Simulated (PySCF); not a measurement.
H$_{2}$Cl$_{2}$NTi, charge +1, singlet, geometry from GFN2-xTB (such geometries of metal compounds can be far from the true shape) (the multiplicity is a formal guess); HF/def2-SVP (PySCF).

Input for PySCF:
```python
from pyscf import gto, scf

mol = gto.M(
    atom='''
Ti   -0.215488    0.040855    0.599514
Cl   -0.751349   -1.473049   -0.785083
Cl    0.218315    1.696260   -0.652530
N     1.409055   -0.482244    1.222689
H     2.213580    0.139061    1.379019
H     1.725334   -1.456750    1.312276
''',
    basis='def2-svp',
    charge=1,
    spin=0,
    verbose=4,
)

mf = scf.RHF(mol)
mf.kernel()
```

Task: Predict the main parts of the log of this PySCF run.

Result: 
```
PySCF version 2.14.0

[INPUT] verbose = 4
[INPUT] num. atoms = 6
[INPUT] num. electrons = 64
[INPUT] charge = 1
[INPUT] spin (= nelec alpha-beta = 2S) = 0
[INPUT] symmetry False subgroup None
[INPUT] Mole.unit = angstrom
[INPUT] Symbol           X                Y                Z      unit          X                Y                Z       unit  Magmom
[INPUT]  1 Ti    -0.215488000000   0.040855000000   0.599514000000 AA   -0.407213303130   0.077204760819   1.132917267842 Bohr   0.0
[INPUT]  2 Cl    -0.751349000000  -1.473049000000  -0.785083000000 AA   -1.419843833966  -2.783659178064  -1.483591855052 Bohr   0.0
[INPUT]  3 Cl     0.218315000000   1.696260000000  -0.652530000000 AA    0.412555558884   3.205466836055  -1.233102988062 Bohr   0.0
[INPUT]  4 N      1.409055000000  -0.482244000000   1.222689000000 AA    2.662728044449  -0.911309085215   2.310547345518 Bohr   0.0
[INPUT]  5 H      2.213580000000   0.139061000000   1.379019000000 AA    4.183059954815   0.262787204608   2.605968230572 Bohr   0.0
[INPUT]  6 H      1.725334000000  -1.456750000000   1.312276000000 AA    3.260408733400  -2.752858531960   2.479842239840 Bohr   0.0

nuclear repulsion = 344.783678815481
number of shells = 39
number of NR pGTOs = 183
number of NR cGTOs = 91
basis = def2-svp
ecp = {}

******** <class 'pyscf.scf.hf.RHF'> ********
method = RHF
initial guess = minao
damping factor = 0
level_shift factor = 0
DIIS = <class 'pyscf.scf.diis.CDIIS'>
diis_start_cycle = 1
diis_space = 8
diis_damp = 0
SCF conv_tol = 1e-09
SCF conv_tol_grad = None
SCF max_cycles = 50
direct_scf = True
direct_scf_tol = 1e-13
Set gradient conv threshold to 3.16228e-05
Initial guess from minao.
init E= -1822.59869959505
  HOMO = -0.334183687301144  LUMO = -0.0601437548261714  gap/eV = 7.45701
cycle= 1 E= -1822.08174782513  delta_E= 0.517  |g|= 0.869  |ddm|= 2.78
  HOMO = -0.638430157450591  LUMO = -0.52453648576449  gap/eV = 3.09920
cycle= 2 E= -1820.74334638905  delta_E= 1.34  |g|= 2.92  |ddm|= 2.54
  HOMO = -0.638764107459921  LUMO = -0.300825584238485  gap/eV = 9.19578
cycle= 3 E= -1822.39208991832  delta_E= -1.65  |g|= 0.259  |ddm|= 1.46
  HOMO = -0.645108426931087  LUMO = -0.221120644612926  gap/eV = 11.53730
cycle= 4 E= -1822.411010585  delta_E= -0.0189  |g|= 0.0432  |ddm|= 0.235
  HOMO = -0.633832295998463  LUMO = -0.207768450157759  gap/eV = 11.59379
cycle= 5 E= -1822.41200812185  delta_E= -0.000998  |g|= 0.0226  |ddm|= 0.0714
  HOMO = -0.636979209316316  LUMO = -0.208767512769493  gap/eV = 11.65223
cycle= 6 E= -1822.41229466592  delta_E= -0.000287  |g|= 0.00854  |ddm|= 0.0308
  HOMO = -0.636809519556357  LUMO = -0.208569702509585  gap/eV = 11.65300
cycle= 7 E= -1822.41241275231  delta_E= -0.000118  |g|= 0.00442  |ddm|= 0.0241
  HOMO = -0.6373342270946  LUMO = -0.207924441658643  gap/eV = 11.68484
cycle= 8 E= -1822.41244613909  delta_E= -3.34e-05  |g|= 0.0019  |ddm|= 0.0149
  HOMO = -0.637333822911081  LUMO = -0.207535594983512  gap/eV = 11.69541
cycle= 9 E= -1822.41245335684  delta_E= -7.22e-06  |g|= 0.000746  |ddm|= 0.00784
  HOMO = -0.63739023050571  LUMO = -0.20753860631596  gap/eV = 11.69686
cycle= 10 E= -1822.41245431663  delta_E= -9.6e-07  |g|= 0.000296  |ddm|= 0.00287
  HOMO = -0.637380379071466  LUMO = -0.207482661068638  gap/eV = 11.69811
cycle= 11 E= -1822.41245446055  delta_E= -1.44e-07  |g|= 0.000128  |ddm|= 0.00101
  HOMO = -0.637392489042703  LUMO = -0.20748838770263  gap/eV = 11.69829
cycle= 12 E= -1822.41245449202  delta_E= -3.15e-08  |g|= 4.36e-05  |ddm|= 0.000544
  HOMO = -0.63739510303714  LUMO = -0.207484856696982  gap/eV = 11.69845
cycle= 13 E= -1822.41245449489  delta_E= -2.87e-09  |g|= 1.54e-05  |ddm|= 0.000151
  HOMO = -0.63739599607204  LUMO = -0.207482346567494  gap/eV = 11.69855
cycle= 14 E= -1822.41245449527  delta_E= -3.86e-10  |g|= 6.71e-06  |ddm|= 5.34e-05
  HOMO = -0.637396180439703  LUMO = -0.207483491271551  gap/eV = 11.69852
Extra cycle  E= -1822.41245449533  delta_E= -5.28e-11  |g|= 5.17e-06  |ddm|= 1.34e-05
converged SCF energy = -1822.41245449533
```
